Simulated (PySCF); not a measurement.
Computed shifts of a molecule C2H6ClFSi, PBE/pcSseg-1 (PySCF), GIAO, gas phase, atoms alike by connectivity averaged where their shifts nearly agree, in ppm (number of nuclei): ¹³C: 17.7 (1), 7.6 (1). ²⁹Si: 24.1 (1). ¹⁹F: -186.5 (1). ¹H: 6.03 (1), 1.45 (3), 1.31 (1), 0.89 (1). References: ¹³C against TMS (σ = 182.0 ppm); ²⁹Si against TMS (σ = 335.4 ppm); ¹⁹F against CFCl3 (σ = 133.6 ppm); ³⁵Cl against HCl (σ = 936.5 ppm); ¹H against TMS (σ = 31.49 ppm), references at their B3LYP-D3(BJ)/def2-TZVP geometries, non-relativistic (without spin–orbit terms, shifts of atoms bonded to Cl or Br come out too high). Geometry optimised at PBE0-D3(BJ)/def2-SVP. One conformer was computed; it need not be the lowest.

Question: Which structure fits?
A) F[C@H]([SiH3])CCl
B) C[C@@H](F)[SiH2]Cl
C) C[Si](C)(F)Cl
D) CC[Si@@H](F)Cl

Answer: D, CC[Si@@H](F)Cl
